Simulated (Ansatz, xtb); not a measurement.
**Relative energy of two isomers of C4H6BrF3**

Structure a is `C[C@@H](Br)CC(F)(F)F`, a singlet and structure b is `CC(C)(Br)C(F)(F)F`, a singlet. Both are isolated molecules in the gas phase, relaxed with B3LYP/def2-SVP; each stands in its lowest conformer found.

Quicker runs give these differences E(b) − E(a): GFN2-xTB +0.017 eV; HF/STO-3G +0.010 eV (at GFN2-xTB geometries); r2SCAN-D4/def2-SVP −0.034 eV (at GFN2-xTB geometries).

Task: Which of the two would you expect CCSD(T)/def2-SVP + ΔMP2/def2-TZVPP electronic energies to favour?

Result: CCSD(T)/def2-SVP + ΔMP2/def2-TZVPP gives E(b) − E(a) = −0.004 eV, slightly favouring structure b, which is too small a margin to settle the true order.

The same difference at several levels:

| level | geometry | E(b) − E(a) (eV) | departure from the last row (eV) | job, with rough time for the two |
| --- | --- | --- | --- | --- |
| GFN2-xTB | GFN2-xTB | +0.017 | +0.021 | optimisation, 0.25 s |
| HF/STO-3G | GFN2-xTB | +0.010 | +0.014 | single point, 2 s |
| r2SCAN-D4/def2-SVP | GFN2-xTB | −0.034 | −0.030 | single point, 9.3 s |
| B3LYP/def2-SVP | B3LYP/def2-SVP | +0.073 | +0.077 | optimisation, 2 min |
| HF/def2-SVP | B3LYP/def2-SVP | +0.097 | +0.102 | part of the CCSD(T) run |
| MP2/def2-SVP | B3LYP/def2-SVP | −0.053 | −0.049 | part of the CCSD(T) run |
| CCSD(T)/def2-SVP | B3LYP/def2-SVP | −0.038 | −0.034 | single point |
| CCSD(T)/def2-SVP + ΔMP2/def2-TZVPP | B3LYP/def2-SVP | −0.004 |  | single point, 6.6 min |

As drawn, both hold the same kinds of bond in the same numbers. Structure a has 1 methyl group, b 2.

The largest departure from CCSD(T)/def2-SVP + ΔMP2/def2-TZVPP is that of HF/def2-SVP, 0.102 eV. The last row adds to CCSD(T) the change of the MP2 difference between the two basis sets, here +0.034 eV.

With thermal terms from frequencies at re-optimised GFN2-xTB minima (ideal gas, soft modes damped towards free rotors, one conformer each, 298.15 K, 1 atm): the zero-point term adds −0.021 eV; ΔH is −0.018 and ΔG −0.011 eV.

The correlated steps freeze 16 core orbitals; the filled d shell of Br is correlated, in a basis made for valence electrons. Mirror images aren't counted in ΔG. Codes used: Ansatz 0.2.0, xtb 6.7.1; the last row on 2 threads of Intel(R) Xeon(R) Processor @ 2.70GHz on a shared host.
